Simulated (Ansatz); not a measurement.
One change: `O=C=[N][In]([F])[F]` becomes `O=C=NB(F)F`.

Ansatz, PBE0-D4/def2-TZVP geometries, multiplicity 1. Each molecule was computed in one conformer, which needn't be the lowest.

Elements past krypton have def2 core potentials.

```csv
property,`O=C=[N][In]([F])[F]`
LUMO energy (PBE/def2-TZVPP) / eV,-4.00
zero-point energy (PBE0-D4/def2-TZVP) / kJ/mol,43.6
HOMO energy (B3LYP/def2-TZVPP) / eV,-9.04
HOMO–LUMO gap (PBE/def2-TZVPP) / eV,3.86
HOMO–LUMO gap (PBE0/def2-TZVPP) / eV,6.21
HOMO–LUMO gap (B3LYP/def2-TZVPP) / eV,5.59
```

(1) What does the change do to each property? (An estimate is asked.)

## Answers

(1) Ansatz gave: 
```
                                      property  `O=C=NB(F)F`  shift
             LUMO energy (PBE/def2-TZVPP) / eV         -1.79   2.21
zero-point energy (PBE0-D4/def2-TZVP) / kJ/mol          62.9   19.3
           HOMO energy (B3LYP/def2-TZVPP) / eV         -9.49  -0.45
           HOMO–LUMO gap (PBE/def2-TZVPP) / eV          6.43   2.57
          HOMO–LUMO gap (PBE0/def2-TZVPP) / eV          8.97   2.76
         HOMO–LUMO gap (B3LYP/def2-TZVPP) / eV          8.44   2.85
```

With PBE0 the HOMO falls by 0.47 eV and the LUMO rises by 2.30 eV, so the gap widens by about 2.77 eV. PBE moves the HOMO by -0.36 eV and ωB97M-V by -0.49 eV.

B3LYP here is the variant with VWN-RPA as its local correlation; programs differ in this.
